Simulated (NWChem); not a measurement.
Molecule: C$_{2}$HBF$_{2}$; SMILES C#CB(F)F

```xyz
6

B     -0.0002     0.4791     0.0000
C     -0.0002    -1.0478     0.0000
C      0.0007    -2.2629     0.0000
H      0.0021    -3.3390     0.0000
F     -0.0001     1.1597    -1.1263
F     -0.0001     1.1597     1.1263
```
Atoms are numbered in this order, from 1.

Level: PBE0/def2-SVP (NWChem), optimised geometry, unscaled harmonic frequencies. 

Task: List the harmonic frequencies with IR intensities, and the thermochemistry.

Result: 
```
frequency (cm⁻¹)  IR intensity (km/mol)
----------------  ---------------------
172                                 1.0
233                                 1.1
451                                14.5
509                                12.7
674                                80.4
732                                34.3
748                                 8.2
786                                23.9
1325                              484.9
1446                              349.2
2215                              129.0
3476                               43.4
```

| Quantity | Result |
|---|---|
| zero-point energy | 18.2 kcal/mol |
| thermal correction to the enthalpy at 298.15 K (with zero-point energy) | 21.9 kcal/mol |
| heat capacity Cv | 15.5 cal/(mol K) |
| entropy at 298.15 K and 1 atm (symmetry number 2) | 69.8 cal/(mol K) |
| dipole moment | 1.91 D |

Rigid rotor and harmonic oscillator.
